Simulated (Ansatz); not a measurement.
Calculated with Ansatz (gas phase, PBE0-D4/def2-TZVP geometries, no zero-point term in ΔE). CBS: MP2 limit from def2 TZ/QZ plus the TZ coupled-cluster correction, frozen cores. This one scheme is used for every species. For Ga outer-core shells are correlated without core-valence functions, which leaves a few kJ/mol of doubt a bond. Scalar relativity is left out up to krypton. One conformer a species, not always the lowest.

`C=[CH][Ga]([CH3])[F]` + CH₃OH → `C[O][Ga]([CH3])[F]` + `C=C`  (ligand exchange at a Ga–C bond)

```
               species  CCSD(T)/CBS(def2) energy (Eh)
`C=[CH][Ga]([CH3])[F]`                    -2141.53502
                 CH₃OH                     -115.61712
  `C[O][Ga]([CH3])[F]`                    -2178.69140
                 `C=C`                      -78.48111
```

Problem. Work out ΔE.

Solution. ΔE = (-2178.69140) + (-78.48111) − (-2141.53502) − (-115.61712) = -0.02037 Eh = -53.5 kJ/mol.

Largest T1 diagnostic among the species: 0.014.

Leaving LDA and LC-ωPBE aside and taking each functional with its dispersion term where it has one, the values, not all of them listed here, spread over 9.8 kJ/mol, from B97M-V to PBE0-D4. At CCSD(T), def2-SVP lies −14.9 kJ/mol from the extrapolated value and def2-TZVPP −3.5 kJ/mol.
